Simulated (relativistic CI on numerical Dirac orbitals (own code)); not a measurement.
## Magnetism of Cu2+, 3d9, in a crystal field

Calculated by Dirac-Coulomb-Breit CI, orbitals from a KLI potential per configuration, model QED, valence Slater integrals scaled by 0.65, one configuration in a parametric crystal field (own radial code).

Field parameters in Wybourne normalisation: D3d B²₀ = −7Dσ, B⁴₀ = −14Dq − 21Dτ, B⁴₃ = −14√(10/7) Dq; D4h B²₀ = −7Ds, B⁴₀ = 21(Dq − Dt), B⁴₄ = 21√(5/14) Dq; Oh B⁴₀ = 21Dq, B⁴₄ = √(5/14) B⁴₀; Td as Oh with Dq negative (B⁴₀ = 21Dq, B⁴₄ = √(5/14) B⁴₀). The field is a parameter set, without covalency.

S is read from ⟨S²⟩ = S(S + 1).

Powder χT (cm³ K mol⁻¹) by Van Vleck's formula, with temperature-independent terms:

```csv
Field,2 K,5 K,10 K,20 K,50 K,100 K,200 K,300 K
"D3d, 10Dq = 11400, Dσ = 60, Dτ = 230 cm⁻¹",0.201,0.216,0.241,0.291,0.402,0.464,0.491,0.502
"D3d, 10Dq = 23050, Dσ = 50, Dτ = -360 cm⁻¹",0.186,0.199,0.221,0.264,0.362,0.42,0.442,0.45
"D4h, 10Dq = 16250, Ds = 470, Dt = -600 cm⁻¹",0.43,0.431,0.431,0.431,0.433,0.435,0.44,0.445
"Oh, 10Dq = 13700 cm⁻¹",0.465,0.465,0.465,0.466,0.468,0.472,0.479,0.487
"Oh, 10Dq = 14050 cm⁻¹",0.462,0.463,0.463,0.464,0.466,0.47,0.477,0.484
"Oh, 10Dq = 18450 cm⁻¹",0.442,0.442,0.442,0.443,0.444,0.447,0.453,0.458
"Td, 10Dq = -9800 cm⁻¹",0.378,0.381,0.387,0.399,0.434,0.492,0.609,0.717
"Td, 10Dq = -11000 cm⁻¹",0.378,0.381,0.387,0.398,0.432,0.489,0.603,0.708
```

**Question.** For Oh, 10Dq = 13700 cm⁻¹: what effective moment follows at 300 K?

**Answer.** μ_eff = √(8χT) = 1.97 μB. The ground level has S = 0.50; the spin-only moment for S = 1/2 is 1.73 μB. The difference comes from the orbital moment, spin-orbit mixing of terms and temperature-independent paramagnetism, all larger in this ionic model than in covalent complexes.
